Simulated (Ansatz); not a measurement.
SiS, closed-shell singlet (the spin of the measured ground state), most abundant isotopes (27.9769 and 31.9721 u). Constants from fifth-degree fits in 1/R to seven points on the lowest solution found; no spin–orbit coupling, no relativity up to Kr; ω_e x_e and α_e move by some per cent with the fit.

Cores are frozen in the correlated methods.

The values were computed with Ansatz (an electronic-structure program) with Gaussian orbitals. Values without a source in brackets are computed.

Total energies (hartree; each atom in its lowest state at that level) and vibrational constants (cm⁻¹):

```json
[
 {"level": "PBE/def2-TZVPP", "E(SiS) at r_e": "-687.399566", "E(Si)": "-289.222893", "E(S)": "-397.938368", "ω_e": "726", "ω_e x_e": "2.4"},
 {"level": "B3LYP/def2-TZVPP", "E(SiS) at r_e": "-687.751110", "E(Si)": "-289.392085", "E(S)": "-398.132399", "ω_e": "748", "ω_e x_e": "2.4"},
 {"level": "wB97M-V/def2-TZVPP", "E(SiS) at r_e": "-687.681153", "E(Si)": "-289.352501", "E(S)": "-398.090714", "ω_e": "785", "ω_e x_e": "2.2"},
 {"level": "CCSD(T)/def2-QZVPP", "E(SiS) at r_e": "-686.835916", "E(Si)": "-288.938388", "E(S)": "-397.668694", "ω_e": "749", "ω_e x_e": "2.5"}
]
```

Q: Work out D_e and D₀ in eV.

A: 
D_e = E(Si) + E(S) − E(molecule), times 27.2114 eV; D₀ = D_e − (ω_e/2 − ω_e x_e/4)/8065.54.
- PBE/def2-TZVPP: D_e = 6.485, zero point 0.045, D₀ = 6.440 eV
- B3LYP/def2-TZVPP: D_e = 6.167, zero point 0.046, D₀ = 6.121 eV
- wB97M-V/def2-TZVPP: D_e = 6.475, zero point 0.049, D₀ = 6.426 eV
- CCSD(T)/def2-QZVPP: D_e = 6.227, zero point 0.046, D₀ = 6.181 eV
No counterpoise correction is made.
